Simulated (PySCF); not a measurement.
Br2Hf, SMILES [Br][Hf][Br], multiplicity 1.

Geometry: PBE-D3(BJ)/def2-SVP. The spin state was assumed, not searched. The def2 effective core potentials stand for the cores of Hf; spin–orbit coupling is left out.

Two levels are set side by side: PBE/def2-TZVPD (PySCF) and CAM-B3LYP/def2-TZVPD (PySCF). Same geometry, gas phase. Differences are taken from unrounded values.

```
quantity                     CAM-B3LYP    PBE  PBE minus CAM-B3LYP
---------------------------  ---------  -----  -------------------
orbital gap (eV)                  5.37   0.95                -4.41
highest occupied level (eV)      -7.15  -5.03                 2.12
lowest empty level (eV)          -1.79  -4.08                -2.29
dipole moment (D)                 0.68   0.46                -0.23
mean polarisability (bohr³)      103.2  112.7                  9.5
```

PBE's occupied levels lie high since its potential decays too fast outside the molecule; exact exchange lowers them and widens the gap. Loosely held outer electrons make PBE densities more polarisable. Differences between two approximate levels are no errors against the true value.

Rough cost on one machine, each run with all the roots and properties that it gave: CAM-B3LYP against PBE within a factor of 2.
